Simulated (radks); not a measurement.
Spherical quantum dot in the effective-mass picture: electrons in a parabolic well V = omega^2 r^2 / 2 with omega = 3.76, all in effective atomic units (hartree* = m*/eps^2 hartree, bohr* = eps/m* bohr), one dielectric constant everywhere. Method: non-relativistic Kohn-Sham, LDA (Slater exchange, Perdew-Wang correlation), spin-polarised, spherical densities; computed with a radial shooting solver with Libxc functionals. Levels are named by radial order and angular momentum (1s, 1p, 1d, 2s, ...), and open shells are averaged over m.

N = 6, configuration 1s2 1p(up 3, down 1). This is the lowest configuration that the search found. Occupied and some empty levels:

level,occupation,eigenvalue (hartree*),<r> (bohr*)
1s up,1,12.042,0.6477
1s down,1,12.215,0.6468
1p up,3,15.098,0.8396
1p down,1,15.276,0.8417
1d up,0,18.324,0.9885
1d down,0,18.485,0.9920
2s up,0,18.606,0.9091
2s down,0,18.727,0.9118
1f up,0,21.670,1.115
1f down,0,21.808,1.119

Energy (hartree*): total 65.5587, kinetic 20.744, external 28.854, Hartree 20.791, exchange-correlation -4.8300.
